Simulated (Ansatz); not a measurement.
`O[SiH](O)F` + `[SiH3]O[Si]1(Cl)CO1` → `O[Si](O)(F)O[SiH3]` + `Cl[SiH]1CO1`  (redistribution)

Isolated molecules relaxed with PBE0-D4/def2-TZVP in Ansatz; ΔE leaves out vibrations. CBS: MP2 limit from def2 TZ/QZ plus the TZ coupled-cluster correction, frozen cores. This one scheme is used for every species. Functionals use def2-TZVPP. One conformer a species, not always the lowest.

Is it downhill or uphill in electronic energy at CCSD(T)/CBS, and by how much? (Best estimate.)

Computed: Downhill: ΔE = -2.7 kcal/mol.

What do these levels give: ωB97M-V, PBE0, HF/def2-TZVPP, MP2/def2-TZVPP, HF/def2-QZVPP, HF/CBS(def2)? (Best estimate.)

Computed: ωB97M-V -2.7, PBE0 -3.3, HF/def2-TZVPP -3.6, MP2/def2-TZVPP -2.2, HF/def2-QZVPP -3.7, HF/CBS(def2) -3.7 kcal/mol.

Largest T1 diagnostic among the species: 0.013.

In def2-TZVPP, CCSD(T) changes the Hartree–Fock value by +0.7 kcal/mol (the triples alone add +0.2 kcal/mol) and MP2 by +1.4 kcal/mol.
